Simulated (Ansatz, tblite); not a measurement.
Forces on the cluster Cs₄Cl₄⁻ at its PBE-D4/def2-SVPD geometry. Charge -1, multiplicity 2.

In the def2 sets Cs takes a core potential; there is no spin–orbit coupling. The xTB rows come from tblite. At PBE-D4/def2-TZVPD the highest occupied level of the charge -1 doublet lies above zero (up to 0.16 eV). The electron is either unbound and held by the finite basis, or the level is raised by self-interaction error. Another isomer (doublet) lies 0.51 eV lower at PBE0-D4/def2-TZVPD; other spin states weren't run for this one.

GFN1-xTB (tblite), largest force 0.24 eV/Å:

```xyz
8
positions Å, forces eV/Å
Cs    0.686   -0.941   -3.311   -0.047    0.053    0.228
Cs    3.427   -0.107    0.742   -0.231    0.025   -0.056
Cs   -0.676    1.089    3.268    0.045   -0.086   -0.219
Cs   -3.438   -0.080   -0.687    0.234    0.023    0.041
Cl   -3.857    0.970    2.409    0.169   -0.045   -0.104
Cl   -2.580   -0.925   -3.756    0.113    0.037    0.165
Cl    3.858   -0.954   -2.414   -0.169    0.038    0.106
Cl    2.581    0.948    3.749   -0.113   -0.045   -0.163
```

GFN2-xTB (tblite), largest force 0.27 eV/Å:

```
Cs -0.053 0.078 0.255
Cs -0.266 -0.002 -0.054
Cs 0.053 -0.079 -0.255
Cs 0.265 -0.004 0.056
Cl -0.037 0.011 0.023
Cl -0.024 -0.007 -0.037
Cl 0.037 -0.007 -0.024
Cl 0.025 0.011 0.036
```

PBE-D4/def2-TZVPD (Ansatz), largest force 0.05 eV/Å:

```
Cs -0.005 0.006 0.025
Cs -0.026 0.002 -0.006
Cs 0.005 -0.009 -0.025
Cs 0.026 0.001 0.005
Cl 0.040 -0.010 -0.025
Cl 0.027 0.010 0.039
Cl -0.040 0.010 0.025
Cl -0.027 -0.010 -0.039
```
